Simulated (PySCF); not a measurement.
Spin states of AsH

Unrestricted PBE0; basis As 6-311G(d,p), H 6-311G(d,p); no relativity; PySCF 2.14. Outer shells of the fragments: As 3d10 4s2 4p3; H 1s1.

Followed along the bond (rough minima from three points):

```tsv
2Ms+1	unpaired	⟨S²⟩ at the start	R at minimum (Å)	Te (eV)
3	π ↑↑	2.01	1.53	0.00
1	π ↑↓	1.01	1.53	0.39
1	none	0.00	1.53	1.49
5	σ ↑↑, π ↑↑	6.00	none in the scan	≤ 5.93
```

Solutions found at the starting distance of 1.495 Å, counted from the lowest of them; the search is not exhaustive and high or unbound solutions are not listed, so other states can lie among these:

| 2Ms+1 | unpaired | term | E (eV) | ⟨S²⟩ | ⟨Lz²⟩ | μ (D) |
| --- | --- | --- | --- | --- | --- | --- |
| 3 | π ↑↑ | ³Σ⁻ | 0.00 | 2.01 | 0.00 | 0.36 |
| 1 | π ↑↓ | mixed | 0.39 | 1.01 | 2.01 | 0.36 |
| 1 | none | mixed | 1.49 | 0.00 | 2.00 | 0.40 |
| 3 | σ ↑, π ↑ | ³Π | 3.79 | 2.01 | 1.01 | 0.84 |
| 1 | σ ↓, π ↑ | mixed | 4.16 | 1.02 | 1.01 | 0.97 |
| 3 | σ ↑, π ↑ | ³Π | 6.07 | 2.00 | 1.00 | -0.67 |

A term symbol is given only where ⟨S²⟩ and ⟨Lz²⟩ are close to those of a pure state; real π, δ and φ orbitals otherwise mix terms. A positive dipole means As(−)H(+).

Spin–orbit coupling is left out. Counting both spins, an empty level lies below a filled one in some of these solutions, because spin and occupation are held.
